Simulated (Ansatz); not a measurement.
Consider the ligand exchange at a Mg–C bond: `C[CH2][Mg][CH3]` + silanol → `[CH3][Mg][O][SiH3]` + ethane.

Computed with Ansatz on PBE0-D4/def2-TZVP structures; ΔE is electronic, products minus reactants. CBS: MP2 limit from def2 TZ/QZ plus the TZ coupled-cluster correction, frozen cores. This one scheme is used for every species. DFT in def2-TZVPP. B3LYP here is the variant with VWN-RPA as its local correlation; programs differ in this. For Mg outer-core shells are correlated without core-valence functions, which leaves a few kJ/mol of doubt a bond. One conformer a species, not always the lowest.

| level | ΔE (kcal/mol) | difference from CCSD(T)/CBS |
| --- | --- | --- |
| B97M-V | -48.6 | -0.4 |
| PBE0-D4 | -46.0 | 2.2 |
| B3LYP-D4 | -48.1 | 0.1 |
| r2SCAN0-D4 | -48.7 | -0.5 |
| ωB97M-V | -47.0 | 1.2 |
| PBE | -44.6 | 3.6 |
| BLYP | -47.1 | 1.1 |
| r2SCAN0 | -48.7 | -0.5 |
| MP2/def2-TZVPP | -48.4 | -0.2 |
| SCS-MP2/def2-TZVPP | -49.1 | -0.9 |
| CCSD/def2-TZVPP | -48.3 | -0.1 |
| CCSD(T)/def2-TZVPP | -47.5 | 0.7 |
| MP2/def2-QZVPP | -49.0 | -0.8 |
| SCS-MP2/def2-QZVPP | -49.7 | -1.5 |
| MP2/CBS(def2) | -49.1 | -0.9 |
| CCSD/CBS(def2) | -49.0 | -0.8 |
| CCSD(T)/CBS | -48.2 | 0 |

Largest T1 diagnostic among the species: 0.011.

From BLYP to BHLYP (50 % exact exchange), in def2-TZVPP and without D4, ΔE moves by −2.8 kcal/mol. Leaving LDA and LC-ωPBE aside and taking each functional with its dispersion term where it has one, the values, not all of them listed here, spread over 5.5 kcal/mol, from BHLYP-D4 to PBE-D4. In def2-TZVPP, CCSD(T) changes the Hartree–Fock value by +4.5 kcal/mol (the triples alone add +0.8 kcal/mol) and MP2 by +3.7 kcal/mol.
